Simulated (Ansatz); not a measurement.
`CO[Si]O` + HCl → `O[Si]Cl` + CH₃OH at 298.15 K and 1 bar (ligand exchange at the Si–O bond).

Program: Ansatz. Geometries: PBE0-D4/def2-TZVP. ΔE: electronic, gas phase. CCSD(T)/CBS is the MP2 limit (def2-TZVPP, def2-QZVPP) plus CCSD(T) − MP2 in def2-TZVPP, frozen cores. This one scheme is used for every species. Each species was taken in one conformer, which may not be the lowest.

```csv
species,CCSD(T)/CBS energy (Eh),H − E (kJ/mol),S (J/(mol·K))
`CO[Si]O`,-479.93637,165.8,310.0
HCl,-460.38127,26.6,186.8
`O[Si]Cl`,-824.69782,53.3,279.3
CH₃OH,-115.61712,146.3,238.2
```

H − E and S are ideal-gas, rigid-rotor, harmonic terms from PBE0-D4/def2-TZVP, for one conformer and one mirror image of each species. 1 Eh = 2625.50 kJ/mol, R = 8.31446 J/(mol·K).

Question: By hand: ΔE, ΔH, ΔS and ΔG.

Answer: ΔE = (-824.69782) + (-115.61712) − (-479.93637) − (-460.38127) = 0.00270 Eh = 7.1 kJ/mol. Δ(H − E) = 53.3 + 146.3 − 165.8 − 26.6 = 7.2, so ΔH = 14.3 kJ/mol. ΔS = 279.3 + 238.2 − 310.0 − 186.8 = 20.7 J/(mol·K). ΔG = 14.3 − 298.15 × (20.7)/1000 = 8.1 kJ/mol.

Question: By hand: the equilibrium constant, and the temperature at which ΔG would vanish if ΔH and ΔS stayed fixed.

Answer: log₁₀ K = −ΔG/(RT ln 10) = -1.4. ΔG = 0 at ΔH/ΔS = 691 K.

TΔS isn't small against ΔH here. A doubt of 5 kJ/mol in ΔE shifts log₁₀ K by 0.9 here. Other conformers and mirror images would add mixing entropy, several J/(mol·K) or more a flexible species. These are equilibria of isolated gas molecules and say nothing of rates. Largest T1 diagnostic: 0.014 (customary marks: 0.02 for closed shells, 0.045 for open ones).
